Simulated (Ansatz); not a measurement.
Reaction (SMILES): C[Si](C)(O)O -> C[Si](C)([O])O + H atom (the H-O bond at the site shown breaks; other sites are not compared here)
Structures are relaxed separately at B3LYP-D3(BJ)/def2-TZVP in Ansatz (a quantum-chemistry and plane-wave program), one conformer each, not searched for the lowest.

Quantity: bond dissociation energy (electronic energy difference), in kJ/mol. Correlated levels leave the core frozen unless marked. Open shells are spin-unrestricted. No spin-orbit coupling. Non-relativistic. Basis-set limits of correlation are two-point, X^-3; Hartree-Fock from the larger set. The bracket is a focal-point correction in the basis named.

```tsv
level	program	bond dissociation energy (kJ/mol)	minus last row
HF/cc-pV(Q+d)Z	Ansatz	374.7	-151.0
B3LYP-D4/def2-TZVPD	Ansatz + dftd4	498.3	-27.4
PBE0/def2-TZVP	Ansatz	492.7	-33.0
r2SCANh/def2-TZVPD	Ansatz	491.9	-33.8
RPA@PBE/cc-pV(Q+d)Z	Ansatz	503.5	-22.2
MP2/cc-pV(T+d)Z	Ansatz	535.4	9.7
SCS-MP2/6-31G*	Ansatz	468.0	-57.7
CCSD(T)/cc-pV(Q+d)Z	Ansatz	521.3	-4.4
RI-MP2/CBS(cc-pV(T+d)Z,cc-pV(Q+d)Z)+[CCSD(T)-MP2]/cc-pV(D+d)Z	Ansatz	531.3	5.6
CCSD(T)/CBS(cc-pV(T+d)Z,cc-pV(Q+d)Z)	Ansatz	525.7	0.0
```
